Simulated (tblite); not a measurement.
Compound: C₃H₇OSSi (doublet state).
Z-matrix (Å and degrees, GFN2-xTB geometry), rows numbered from 1:
```
Si
S   1  2.1641
C   2  1.7143  1  100.72
C   3  1.4929  2  128.85  1   173.56
O   4  1.4313  3   89.70  2  -148.70
C   5  1.4277  4   92.66  3     4.19
H   1  1.4515  2  101.62  3   173.83
H   1  1.4583  2  107.68  3   -66.90
H   1  1.4564  2  107.86  3    53.15
H   4  1.0982  3  116.53  2   -33.79
H   4  1.0964  3  116.43  2    96.60
H   6  1.0997  3  116.36  2    32.50
H   6  1.0977  3  116.76  2   -98.08
```

The geometry is computed with GFN2-xTB (gas phase). This method treats the open shell by occupation alone, without spin polarisation.

Take the most abundant isotopes and a rigid rotor. The values belong to one conformer with, in the numbering `[SiH3:1][S:2][C:3]1[CH2:4][O:5][CH2:6]1`, Si1–S2–C3–C4 174°.

(1) Give the principal moments of inertia and the rotational constants in cm⁻¹.

(2) What kind of rotor is it?

(3) What does the inertial defect say?

(4) Give the other two planar moments, Paa and Pbb, and the rms extents of the mass along the axes.

(5) Give the coordinates in the principal-axis frame, origin at the centre of mass.

(6) Where do the levels up to J = 3 lie, in cm⁻¹?

(7) Estimate the classical rotational partition function at 10 K, 50 K and 200 K.

Results:

(1) Ia = 92.84, Ib = 375.87, Ic = 451.46 u·Å²; 505379 MHz·u·Å²/I gives 5443, 1345 and 1119 MHz, that is A = 0.18157, B = 0.04485, C = 0.03734 cm⁻¹.

(2) An asymmetric top; Ray's κ = -0.896.

(3) Not planar: Δ = Ic − Ia − Ib = -17.26 u·Å². For a rigid frame Δ = −2 Σ m c², so Σ m c² = 8.63 u·Å² lies off the ab plane: 6.24 from hydrogen and 2.39 from heavier atoms. The atom farthest from that plane is 1.40 Å away.

(4) Paa = Σ m a² = (Ib + Ic − Ia)/2 = 367.25 and Pbb = Σ m b² = (Ia + Ic − Ib)/2 = 84.22 u·Å². With the mass M = 119.00 u, the rms extents √(P/M) along a, b and c are 1.76, 0.84, 0.27 Å.

(5) The sense of each axis is arbitrary; atoms in the order of the calculation.
```csv
atom,mass (u),a (Å),b (Å),c (Å)
Si1,27.977,2.209,-0.615,-0.076
S2,31.972,0.796,1.010,0.141
C3,12.000,-0.669,0.215,-0.260
C4,12.000,-2.067,0.734,-0.185
O5,15.995,-2.534,-0.589,0.096
C6,12.000,-1.210,-1.120,0.138
H7,1.008,3.474,0.070,0.112
H8,1.008,1.923,-1.593,0.968
H9,1.008,2.026,-1.193,-1.400
H10,1.008,-2.286,1.435,0.631
H11,1.008,-2.490,1.133,-1.114
H12,1.008,-0.940,-1.477,1.142
H13,1.008,-1.072,-1.942,-0.576
```

(6) Above 0(0,0):
J = 1: 1(0,1) 0.0822, 1(1,1) 0.2189, 1(1,0) 0.2264
J = 2: 2(0,2) 0.2463, 2(1,2) 0.3758, 2(1,1) 0.3983, 2(2,1) 0.8085, 2(2,0) 0.8088
J = 3: 3(0,3) 0.4916, 3(1,3) 0.6109, 3(1,2) 0.6559, 3(2,2) 1.0550, 3(2,1) 1.0565, 3(3,1) 1.7576, 3(3,0) 1.7576
Those of J = 1 are B + C, A + C and A + B.

(7) Point group C1, symmetry number σ = 1; q = (√π/σ)·√((kT/h)³/(ABC)), k/h = 20836.6 MHz/K: 1860 at 10 K, 20800 at 50 K, 167000 at 200 K.

For this open shell read J as N, the rotation without spin; fine and hyperfine splittings come on top. Its GFN2-xTB frequencies are all real (lowest 46 cm⁻¹). Zero-point vibration and centrifugal distortion are left out.
